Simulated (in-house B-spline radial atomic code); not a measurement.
Checks on a self-consistent run for Sb⁴⁺, [Ar] 3d10 4s1 4p6 4d10 5s2. Computed with a B-spline radial code for spherical atoms: Dirac-Hartree-Fock, average of configuration, Fermi nucleus of rms radius 4.6802 fm.

| orbital | q | ε (Eh) | <1/r> | <r²> | small-component weight |
| --- | --- | --- | --- | --- | --- |
| 1s1/2 | 2 | -1129.14998 | 54.3244 | 0.00109356 | 0.035164 |
| 2s1/2 | 2 | -177.00117 | 12.6467 | 0.0176282 | 0.0074937 |
| 2p1/2 | 2 | -165.25641 | 12.5916 | 0.0131379 | 0.0074789 |
| 2p3/2 | 4 | -155.96120 | 11.696 | 0.0144274 | 0.0071305 |
| 3s1/2 | 2 | -37.79934 | 4.49516 | 0.123751 | 0.0021952 |
| 3p1/2 | 2 | -32.97297 | 4.40034 | 0.118658 | 0.0021349 |
| 3p3/2 | 4 | -31.20747 | 4.1843 | 0.126694 | 0.0020442 |
| 3d3/2 | 4 | -22.75631 | 4.02146 | 0.108039 | 0.0019144 |
| 3d5/2 | 6 | -22.39450 | 3.96526 | 0.110412 | 0.0018868 |
| 4s1/2 | 1 | -8.43784 | 1.75823 | 0.709703 | 0.00058638 |
| 4p1/2 | 2 | -6.57099 | 1.65041 | 0.77997 | 0.0005298 |
| 4p3/2 | 4 | -6.23435 | 1.58527 | 0.829499 | 0.00050441 |
| 4d3/2 | 4 | -3.47213 | 1.34745 | 1.10808 | 0.00038229 |
| 4d5/2 | 6 | -3.41954 | 1.32942 | 1.13365 | 0.00037451 |
| 5s1/2 | 2 | -2.03384 | 0.676183 | 4.21421 | 0.00012272 |

Electron-electron repulsion V_ee = 2327.9389 hartree.

**Question.** What total energy follows from the eigenvalues?

**Answer.** The eigenvalues count the repulsion twice, so E = Σqε - V_ee = -4143.417 - 2327.939 = -6471.356 hartree; the run printed -6471.356.

**Question.** Does the Dirac virial theorem hold?

**Answer.** For a point nucleus E = -2c²Σq·w, with w the small-component weight. Here Σq·w = 0.1723 and c = 137.0360, so the ratio E/(-2c²Σq·w) is 1.000052; the finite nucleus accounts for the departure from 1.

**Question.** What diamagnetic shielding (Lamb formula) and susceptibility (Langevin formula) do the radii give?

**Answer.** σ = (α²/3)Σq<1/r> = 306.434/(3·137.036²) = 5439.3 ppm, and χ = -0.79199×10⁻⁶·Σq<r²> = -21.75×10⁻⁶ cm³/mol with Σq<r²> = 27.458 bohr². Both are non-relativistic formulas without the paramagnetism of open shells; for so heavy an element the full relativistic shielding is larger by tens of per cent.
